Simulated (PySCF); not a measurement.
Species: 1-chloropropan-2-yl acetate, C₅H₉ClO₂.
SMILES with atom numbers: `[CH3:1][C:2](=[O:3])[O:4][C@H:5]([CH3:6])[CH2:7][Cl:8]` (hydrogens: H9, H10, H11 on C1; H12 on C5; H13, H14, H15 on C6; H16, H17 on C7)

The same species was optimised twice, with GFN2-xTB and with PBE0-D3(BJ)/def2-SVP (PySCF), and the same property calculations (PySCF, gas phase) were run on both structures.

```csv
coordinate,GFN2-xTB,PBE0-D3(BJ)/def2-SVP,change
C5–C6 (Å),1.521,1.510,-0.011
C5–C7 (Å),1.528,1.520,-0.008
C7–Cl8 (Å),1.780,1.786,+0.006
C1–C2 (Å),1.504,1.499,-0.005
C2–O4 (Å),1.338,1.341,+0.003
O4–C5 (Å),1.429,1.428,-0.001
C2=O3 (Å),1.203,1.204,+0.001
C6–C5–C7 (°),112.9,114.3,+1.4
C5–C7–Cl8 (°),111.3,112.5,+1.2
O4–C5–C6 (°),107.5,106.8,-0.7
O3–C2–O4 (°),123.7,123.4,-0.3
C1–C2–O4 (°),110.7,110.9,+0.2
C2–O4–C5 (°),117.5,117.7,+0.2
O4–C5–C7 (°),110.6,110.8,+0.2
C1–C2–O3 (°),125.6,125.7,+0.1
C1–C2–O4–C5 (°),180,-178,+2
C2–O4–C5–C6 (°),-161,-162,-1
O4–C5–C7–Cl8 (°),60,58,-2
```

Rotational constants: A = 2483, B = 1071, C = 956.2 MHz (GFN2-xTB) against A = 2404, B = 1100, C = 965.3 MHz (PBE0-D3(BJ)/def2-SVP). Point groups within 0.08 Å: C1 and C1.

On the GFN2-xTB structure: isotropic polarisability (au) 80.3 [CAM-B3LYP/def2-SVPD]; HOMO (eV) -9.63 [CAM-B3LYP/def2-SVPD]; LUMO (eV) 1.10 [CAM-B3LYP/def2-SVPD]; dipole (D) 1.69 [CAM-B3LYP/def2-SVPD].

Question: What do these properties become on the PBE0-D3(BJ)/def2-SVP structure?

Answer: 
```
                                    property                level  on GFN2-xTB  on PBE0-D3(BJ)/def2-SVP  change
               isotropic polarisability (au)  CAM-B3LYP/def2-SVPD         80.3                     80.9    +0.6
                                   HOMO (eV)  CAM-B3LYP/def2-SVPD        -9.63                    -9.63    0.00
                                   LUMO (eV)  CAM-B3LYP/def2-SVPD         1.10                     1.08   -0.02
                                  dipole (D)  CAM-B3LYP/def2-SVPD         1.69                     1.74   +0.05
energy, GFN2-xTB geometry as zero (kcal/mol)  CAM-B3LYP/def2-SVPD          0.0                     -0.5    -0.5
```

The heavy atoms differ by 0.036 Å rms after alignment. Among bonds between heavy atoms C5–C6 changes most (-0.011 Å). Changes are differences of the printed values. Neither structure is proved a minimum here.

Conformer computed: `[CH3:1][C:2](=[O:3])[O:4][C@H:5]([CH3:6])[CH2:7][Cl:8]`: C1–C2–O4–C5 -178°, C2–O4–C5–C6 -162°, O4–C5–C7–Cl8 58°.
